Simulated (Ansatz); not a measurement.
Consider the ligand exchange at the Si–S bond: `CO[SiH2]S[SiH2]Cl` + `[SH][GeH3]` → `CO[SiH2][S][GeH3]` + `S[SiH2]Cl`.

Program: Ansatz. Geometries: PBE0-D4/def2-TZVP. ΔE: electronic, gas phase. CBS: MP2 limit from def2 TZ/QZ plus the TZ coupled-cluster correction, frozen cores. DFT in def2-TZVPP. B3LYP here is the variant with VWN-RPA as its local correlation; programs differ in this. For Ge outer-core shells are correlated without core-valence functions, which leaves a few kJ/mol of doubt a bond. Scalar relativity is left out up to krypton. Each species was taken in one conformer, which may not be the lowest.

`CO[SiH2]S[SiH2]Cl`:

Z-matrix (Å, degrees):
```
C
O 1 1.411
H 1 1.092 2 108.8
H 1 1.093 2 109.8 3 119.0
H 1 1.095 2 111.9 3 -120.4
Si 2 1.630 1 126.8 3 129.6
S 6 2.148 2 112.6 1 108.0
H 6 1.484 2 109.1 1 -14.4
H 6 1.479 2 109.7 1 -137.3
Si 7 2.115 6 99.6 2 -45.0
Cl 10 2.060 7 112.2 6 -55.3
H 10 1.478 7 106.8 6 -173.9
H 10 1.478 7 112.0 6 63.9
```

`[SH][GeH3]`:

Cartesian coordinates in Å:
```
S -0.830 1.469 0.345
Ge 0.431 -0.274 -0.220
H -1.777 0.727 0.941
H -0.348 -1.222 -1.145
H 0.891 -1.032 1.035
H 1.632 0.332 -0.955
```

`CO[SiH2][S][GeH3]`:

Z-matrix (Å, degrees):
```
C
O 1 1.410
H 1 1.091 2 108.2
H 1 1.095 2 111.1 3 -119.1
H 1 1.096 2 111.7 3 119.4
Si 2 1.642 1 123.2 3 -164.4
S 6 2.113 2 108.3 1 163.2
H 6 1.489 2 107.8 1 41.9
H 6 1.486 2 112.4 1 -79.1
Ge 7 2.232 6 96.4 2 -51.4
H 10 1.535 7 105.8 6 -155.0
H 10 1.533 7 110.0 6 85.5
H 10 1.537 7 109.0 6 -35.9
```

`S[SiH2]Cl`:

Z-matrix (Å, degrees):
```
Si
Cl 1 2.054
S 1 2.120 2 112.9
H 1 1.478 2 108.5 3 -116.6
H 1 1.479 2 106.5 3 122.3
H 3 1.344 1 94.3 2 70.4
```

Task: Is it downhill or uphill in electronic energy at CCSD(T)/CBS, and by how much? (Best estimate.)

Result: The calculation gave: Nearly level: ΔE = -0.5 kJ/mol.

Task: What do these levels give: PBE-D4, r2SCAN-D4, PBE0-D4, B3LYP-D4, B2PLYP, PBE, r2SCAN, CCSD/def2-TZVPP, HF/def2-QZVPP, SCS-MP2/def2-QZVPP, HF/CBS(def2), MP2/CBS(def2)? (Best estimate.)

Result: The calculation gave: PBE-D4 1.1, r2SCAN-D4 0.2, PBE0-D4 1.0, B3LYP-D4 2.8, B2PLYP -2.0, PBE -2.9, r2SCAN -1.0, CCSD/def2-TZVPP -1.3, HF/def2-QZVPP -3.7, SCS-MP2/def2-QZVPP -0.8, HF/CBS(def2) -3.6, MP2/CBS(def2) -0.1 kJ/mol.

Largest T1 diagnostic among the species: 0.011.

The D4 term adds +6.2 kJ/mol with B3LYP and +3.7 kJ/mol with PBE0; it sums over pairs of atoms, weighted by their polarisabilities, and B3LYP, whose exchange is more repulsive, gets the larger term. In def2-TZVPP, CCSD(T) changes the Hartree–Fock value by +3.4 kJ/mol (the triples alone add +0.8 kJ/mol) and MP2 by +3.8 kJ/mol.
